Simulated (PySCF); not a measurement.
# NbSi from Hartree–Fock to correlated methods

State: ⁶Σ⁺ (sextet), unpaired electrons σ ↑, π ↑↑, δ ↑↑. Set-up: Nb def2-TZVPP with ECP28, Si def2-TZVPP; scalar-relativistic core potentials (PySCF 2.14). De refers to Nb (4d4 5s1) + Si in their high-spin ground configurations, without counterpoise correction. The functionals are run spin-unrestricted. A positive dipole means Nb(−)Si(+).

| Level | Re (Å) | ωe (cm⁻¹) | De (eV) | μ (D) |
| --- | --- | --- | --- | --- |
| ROHF | 2.442 | 391 | n/a | -5.42 |
| ROHF-MP2 | 2.397 | 443 | n/a | n/a |
| ROHF-SCS-MP2 | 2.417 | 408 | n/a | n/a |
| ROHF-CCSD | 2.432 | 400 | 2.37 | n/a |
| ROHF-CCSD(T) | 2.450 | 385 | 2.76 | n/a |
| PBE | 2.462 | 370 | 3.15 | -2.36 |
| PW91 | 2.461 | 370 | 3.18 | -2.30 |
| TPSS | 2.469 | 369 | 3.05 | -2.78 |
| r²SCAN | 2.447 | 382 | 2.77 | -3.01 |
| r²SCANh | 2.439 | 387 | 2.63 | -3.18 |
| PBE0 | 2.435 | 391 | 2.69 | -3.10 |
| M06-2X | 2.408 | 410 | 3.28 | -2.41 |
| ωB97X-V | 2.417 | 413 | 2.51 | -4.07 |

The bond length runs from 2.397 Å (ROHF-MP2) to 2.469 Å (TPSS). De spans 2.37 eV (ROHF-CCSD, coupled cluster) to 3.28 eV (M06-2X, hybrid meta-GGA).

Correlated steps freeze 5 core orbitals. The metal atom is held in its measured ground configuration; semilocal functionals can put another filling of s and d lower by some tenths of an eV, and De to that atom would be smaller. These are scalar-relativistic numbers at best; spin–orbit coupling would shift them, the dissociation energy most. The CCSD T1 diagnostic is raised, a sign that a single reference may not be enough here. UHF is strongly spin-contaminated for NbSi, so the ROHF reference used there is far from stable. With d or f electrons several states lie close, and the lowest PBE0 determinant need not be the measured ground state.

The whole job (state search and all levels along the bond) took about 12 min on 2 threads of AMD EPYC 7B13 (shared host), peak memory 4.8 GiB.
